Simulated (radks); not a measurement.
Question: Coherent X-ray form factor from a spherical all-electron density. All-electron calculation, scalar-relativistic Kohn-Sham, PBE, spin-polarised, spherical densities, finite nucleus; Fermi nuclear charge, rms radius of each element as measured or else 0.836 A^(1/3) + 0.57 fm. Program: a radial shooting solver on a logarithmic mesh with Libxc functionals.

sin(theta)/lambda (1/angstrom)  f0 (electrons)
0.05                                    53.090
0.1                                     50.655
0.15                                    47.379
0.2                                     43.935
0.25                                    40.733
0.3                                     37.910
0.4                                     33.236
0.5                                     29.379
0.6                                     26.073
0.8                                     21.069
1                                       17.882
1.25                                    15.151
1.5                                     12.811
2                                        8.858

The species is in the configuration that NIST lists as its ground one. Which atom or ion scatters so?

Answer: The caesium ion Cs+, [Xe]. Extrapolating in s^2 from the first two rows gives f0(0) = 53.9, near the electron count 54; among species with that count, the fall with angle is slower the higher Z, and the table is that of Z = 55; from so few rows the species is fixed only to a neighbour or two.
